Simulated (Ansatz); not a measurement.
Mulliken charges of AlBrH2SSi, SMILES `[Br][Al]1[SiH2][S]1` from r2SCAN/def2-TZVPP in Ansatz (PBE0-D4/def2-TZVP geometry).

```json
{"atom": "Br1", "x (Å)": "0.157", "y (Å)": "-3.321", "z (Å)": "1.110", "charge (e)": "-0.171"}
{"atom": "Al2", "x (Å)": "-0.020", "y (Å)": "-1.240", "z (Å)": "0.323", "charge (e)": "0.418"}
{"atom": "Si3", "x (Å)": "0.241", "y (Å)": "1.018", "z (Å)": "-0.068", "charge (e)": "0.168"}
{"atom": "S4", "x (Å)": "-1.204", "y (Å)": "-0.234", "z (Å)": "-1.178", "charge (e)": "-0.285"}
{"atom": "H5", "x (Å)": "1.281", "y (Å)": "1.614", "z (Å)": "-0.946", "charge (e)": "-0.065"}
{"atom": "H6", "x (Å)": "-0.412", "y (Å)": "2.099", "z (Å)": "0.713", "charge (e)": "-0.065"}
```

Problem. By hand: the dipole of these point charges (1 e Å = 4.8032 D).

Solution. Σ q r = (0.292, 0.046, 0.285) e Å, of length 0.411 e Å = 1.97 D.

Problem. How does the dipole of the full density compare? (Best estimate.)

Solution. The calculation gave: (0.192, 0.026, 0.188) e Å, 1.30 D; the point charges give 1.52 times that, at 1° from its direction.

Point charges leave out the atoms' own dipoles, such as those of lone pairs, and Mulliken's split depends on the basis, so the two needn't agree.
